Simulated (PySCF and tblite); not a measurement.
The numbers below are computed, except where a source is named.
cyclohexanone, C6H10O, numbered as in [O:1]=[C:2]1[CH2:3][CH2:4][CH2:5][CH2:6][CH2:7]1.

Search: ETKDG and KDG, MMFF94s, GFN2-xTB, 90 starts; geometries at PBE0-D3(BJ)/def2-SVP. Weights use PBE0-D3(BJ)/def2-TZVP (IEF-PCM, chloroform) energies plus GFN2-xTB zero-point and thermal terms (modes under about 100 cm⁻¹ blended into free rotors). Symmetry numbers and mirror images are counted. Conformers within 3 kcal/mol (GFN2-xTB free energy) were kept, 8 at most. Couplings: B3LYP/pcSseg-1 with pcJ-1 on H (gas phase; spin-dipole term only for pairs with B, N, F, Si or P). Couplings are for ¹H; a prime marks the second kind of pair between the same two sets of atoms. (PySCF 2.14, tblite 0.8.)

The 6-ring runs over atoms 2–3–4–5–6–7. Of a mirror pair one member is shown.

| conformer | shape | weight % |
| --- | --- | --- |
| 1 | 6-ring chair | 99.4 |
| 2 | 6-ring twist-boat (ring torsions 60, -29, -29, 60, -29, -29°) | 0.6 |

Problem. Give the couplings in each conformer and the averages at 298.15 K (pairs that fast motion interchanges averaged).

Solution. 
| coupling | pairs | 1 | 2 | average (Hz) |
| --- | --- | --- | --- | --- |
| ²J(H3,H3) | 2 | -15.7 | -19.5 | -15.7 |
| ³J(H3,H4) | 4 | 9.2 | 10.4 | 9.2 |
| ³J(H3,H4′) | 4 | 5.9 | 4.3 | 5.9 |
| ⁴J(H3,H5) | 4 | -0.5 | -0.7 | -0.5 |
| ⁴J(H3,H5′) | 4 | 0.8 | 0.5 | 0.8 |
| ⁴J(H3,H7) | 2 | 1.7 | 0.0 | 1.7 |
| ²J(H4,H4) | 2 | -15.1 | -15.9 | -15.1 |
| ³J(H4,H5) | 4 | 4.0 | 10.7 | 4.0 |
| ³J(H4,H5′) | 4 | 8.8 | 6.3 | 8.8 |
| ⁴J(H4,H6) | 2 | 1.3 | -0.7 | 1.3 |
| ²J(H5,H5) | 1 | -15.1 | -15.7 | -15.2 |

Only couplings over up to 4 bonds are listed; longer-range ones, if any, are left out.
